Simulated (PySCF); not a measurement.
Computed shifts of a molecule C₂H₈FNOSi, PBE/pcSseg-1 (PySCF), GIAO, gas phase, atoms alike by connectivity averaged where their shifts nearly agree, in ppm (number of nuclei): ¹³C: 11.9 (1), 11.5 (1). ²⁹Si: -19.0 (1). ¹⁵N: 32.2 (1). ¹⁹F: -160.1 (1). ¹H: 1.54 (1), 1.27 (3), 1.22 (2), 0.97 (1), 0.79 (1). References: ¹³C against TMS (σ = 182.0 ppm); ²⁹Si against TMS (σ = 335.4 ppm); ¹⁵N against NH3 (σ = 267.0 ppm); ¹⁷O against H2O (σ = 334.3 ppm); ¹⁹F against CFCl3 (σ = 133.6 ppm); ¹H against TMS (σ = 31.49 ppm), references at their B3LYP-D3(BJ)/def2-TZVP geometries, non-relativistic. Geometry: B3LYP-D3(BJ)/def2-SVP. Other conformers were not sampled.

### Question
Pick the molecule that these values belong to.
A) CO[Si@@H](N)CF
B) CNC[Si@@H](O)F
C) CCN[Si@H](O)F
D) CC[Si@](N)(O)F

### Answer
D, CC[Si@](N)(O)F
